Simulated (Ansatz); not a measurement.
The cluster PbI₂⁺, relaxed as a doublet with UKS PBE0-D4/def2-SVP in Ansatz, starting from the GFN1-xTB geometry. Force threshold 0.02 eV/Å.

In the def2 sets I, Pb take a core potential; there is no spin–orbit coupling. The structure comes from a short search, and lower isomers may exist.

Start:

Cartesian coordinates in Å:
```
Pb -0.5458 1.1022 -1.0119
I -0.0589 0.4267 1.7485
I 0.6047 -1.5289 -0.7366
```

(1) Estimate the energy that the relaxation releases and the steps that it takes.

(2) Does the start keep its bonding and symmetry?

(3) Predict the relaxed structure.

## Answers

(1) 0.01 eV, in 3 steps; 4.5 s on 4 threads of INTEL XEON PLATINUM 8581C on a shared host. No frequencies were taken in this run, so the end may be a saddle point.

(2) By distances, no bond broke or formed. The bond that changes most is I2–I3, from 3.23 to 3.33 Å (atoms count from 1). Point group Cs at the start, C2v at the end, both within 0.05 Å.

(3) 
```xyz
3

Pb   -0.5398    1.0900   -1.0014
I    -0.0722    0.4635    1.7830
I     0.6121   -1.5536   -0.7815
```
Bond lengths: 2 × I–Pb 2.89 Å; 1 × I–I 3.33 Å.
